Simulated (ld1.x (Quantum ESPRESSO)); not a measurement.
# Configuration tests for Ca (PAW)

| Property | Result |
| --- | --- |
| Element | Ca (Z = 20) |
| Generator | ld1.x (Quantum ESPRESSO) 7.5 |
| Type | PAW |
| Functional | PBEsol |
| Relativity | fully relativistic |
| Frozen core | [Ne] |
| Valence charge | 10 |
| Reference configuration | 3s2 3p6 3d0 4s0.5 4p0 (charge +1.5) |
| Partial waves | 3s (bound): rcut 1.50, rcutus 1.80 bohr; 4s (bound): rcut 1.50, rcutus 1.80 bohr; 3p (bound): rcut 1.70, rcutus 2.15 bohr; 4p (bound, empty): rcut 1.70, rcutus 2.15 bohr; 3d (bound, empty): rcut 1.75, rcutus 2.40 bohr; 3d channel at -0.45 Ry: rcut 1.75, rcutus 2.40 bohr |
| Local potential | all-electron potential smoothed inside 2.10 bohr (lloc = -1) |
| Core correction | a·sin(br)/r model core inside 1.85 bohr |
| Augmentation charge | BESSEL, radius 1.15 bohr |

Open shells are filled in proportion to 2j + 1 (rel_dist='average').

Energies are relative to the spin-unpolarised reference configuration 3s2 3p6 3d0 4s0.5 4p0; without spin polarisation the order of configurations can differ from experiment.

Q: Give the all-electron excitation energy and the error of the potential for: 3s2 3p6 3d0 4s2 4p0; 3s2 3p6 3d0 4s1 4p0; 3s2 3p6 3d0 4s0 4p0; 3s2 3p6 3d1 4s0 4p0; 3s2 3p6 3d1 4s1 4p0; 3s2 3p5 3d0 4s2 4p0; 3s2 3p6 3d0.5 4s1.5 4p0.

A:

| valence configuration | charge | ΔE all-electron (eV) | error AE − PS (meV) |
| --- | --- | --- | --- |
| 3s2 3p6 3d0 4s2 4p0 | 0 | -11.455 | -2.6 |
| 3s2 3p6 3d0 4s1 4p0 | +1 | -5.150 | -0.4 |
| 3s2 3p6 3d0 4s0 4p0 | +2 | 6.532 | 0.0 |
| 3s2 3p6 3d1 4s0 4p0 | +1 | -3.829 | -28 |
| 3s2 3p6 3d1 4s1 4p0 | 0 | -9.177 | -25 |
| 3s2 3p5 3d0 4s2 4p0 | +1 | 23.150 | -298 |
| 3s2 3p6 3d0.5 4s1.5 4p0 | 0 | -10.406 | -15 |

Levels in the configuration 3s2 3p6 3d0.5 4s1.5 4p0:

```tsv
level	all-electron (eV)	pseudo (eV)
3s j=1/2	-45.454	-45.434
3p j=1/2	-26.792	-26.747
3p j=3/2	-26.413	-26.369
3d j=3/2	-1.115	-1.093
3d j=5/2	-1.102	-1.079
4s j=1/2	-3.434	-3.436
```

The ghost test of this file was not conclusive.
